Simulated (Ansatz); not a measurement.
Reaction (silylene loss): `O[SiH]([SiH3])N[SiH3]` → `O[SiH2]N[SiH3]` + `[SiH2]`

Computed with Ansatz on PBE0-D4/def2-TZVP structures; ΔE is electronic, products minus reactants. CCSD(T)/CBS adds triple-zeta CCSD(T) − MP2 to the extrapolated MP2 energy (def2 sets, frozen cores). This one scheme is used for every species. DFT in def2-TZVPP. B3LYP here is the variant with VWN-RPA as its local correlation; programs differ in this. One conformer a species, not always the lowest.

`O[SiH]([SiH3])N[SiH3]`:

```xyz
14

O    -1.924   -0.690   -1.437
Si   -0.504    0.107   -1.154
Si   -0.824    1.779    0.466
N     0.793   -0.924   -0.677
Si    1.496   -1.159    0.882
H    -2.348   -1.115   -0.690
H    -0.186    0.681   -2.485
H     0.461    2.368    0.932
H    -1.559    1.249    1.649
H    -1.650    2.863   -0.135
H     1.180   -1.490   -1.422
H     1.487   -2.597    1.269
H     0.675   -0.388    1.850
H     2.904   -0.684    0.952
```

`O[SiH2]N[SiH3]`:

```xyz
11

O    -1.357    0.119   -1.818
Si   -1.159    0.695   -0.289
N     0.430    0.502    0.342
Si    1.211   -0.972    0.796
H    -0.813    0.494   -2.511
H    -2.130   -0.095    0.497
H    -1.437    2.155   -0.230
H     0.973    1.349    0.422
H     2.320   -1.338   -0.128
H     0.176   -2.035    0.757
H     1.787   -0.873    2.164
```

`[SiH2]`:

```xyz
3

Si   -0.262    0.115   -0.652
H     0.871   -0.740   -0.092
H    -0.609    0.625    0.744
```

Task: Is it downhill or uphill in electronic energy at CCSD(T)/CBS, and by how much? (Best estimate.)

Result: Computed: Uphill: ΔE = +227.8 kJ/mol.

Task: What do these levels give: PBE0-D4, B3LYP-D4, ωB97X-V, B2PLYP, PBE, B3LYP, HF/def2-TZVPP, MP2/def2-TZVPP, SCS-MP2/def2-TZVPP, CCSD/def2-TZVPP, MP2/def2-QZVPP, HF/CBS(def2)? (An estimate is asked.)

Result: Computed: PBE0-D4 250.2, B3LYP-D4 227.0, ωB97X-V 240.2, B2PLYP 218.9, PBE 235.5, B3LYP 209.0, HF/def2-TZVPP 193.9, MP2/def2-TZVPP 234.4, SCS-MP2/def2-TZVPP 220.7, CCSD/def2-TZVPP 214.3, MP2/def2-QZVPP 238.3, HF/CBS(def2) 193.9 kJ/mol.

Largest T1 diagnostic among the species: 0.014.

The D4 term adds +18.0 kJ/mol with B3LYP and +10.0 kJ/mol with PBE0; it sums over pairs of atoms, weighted by their polarisabilities, and B3LYP, whose exchange is more repulsive, gets the larger term. In def2-TZVPP, CCSD(T) changes the Hartree–Fock value by +26.9 kJ/mol (the triples alone add +6.6 kJ/mol) and MP2 by +40.4 kJ/mol. From PBE to PBE0 (25 % exact exchange), in def2-TZVPP and without D4, ΔE moves by +4.7 kJ/mol.
